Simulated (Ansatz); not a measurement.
`F[B](Cl)[GeH3]` + silanol → `FB(Cl)O[SiH3]` + GeH₄  (cleavage of the B–Ge bond)

Gas-phase electronic energies from Ansatz, PBE0-D4/def2-TZVP geometries. CCSD(T)/CBS is the MP2 limit (def2-TZVPP, def2-QZVPP) plus CCSD(T) − MP2 in def2-TZVPP, frozen cores. This one scheme is used for every species. For Ge outer-core shells are correlated without core-valence functions, which leaves a few kJ/mol of doubt a bond. Scalar relativity is left out up to krypton. One conformer a species, not always the lowest.

```
         species  CCSD(T)/def2-SVP energy (Eh)
`F[B](Cl)[GeH3]`                   -2660.99507
       `O[SiH3]`                    -366.33040
 `FB(Cl)O[SiH3]`                    -949.70417
            GeH₄                   -2077.68648
```

Question: Work out ΔE.

Answer: ΔE = (-949.70417) + (-2077.68648) − (-2660.99507) − (-366.33040) = -0.06518 Eh = -171.1 kJ/mol. CCSD(T)/CBS gives -140.4 kJ/mol.

Largest T1 diagnostic among the species: 0.013.

From BLYP to BHLYP (50 % exact exchange), in def2-TZVPP and without D4, ΔE moves by −17.6 kJ/mol. In def2-TZVPP, CCSD(T) changes the Hartree–Fock value by +24.9 kJ/mol (the triples alone add +3.1 kJ/mol) and MP2 by +24.2 kJ/mol. At CCSD(T), def2-SVP lies −30.7 kJ/mol from the extrapolated value and def2-TZVPP −4.0 kJ/mol.
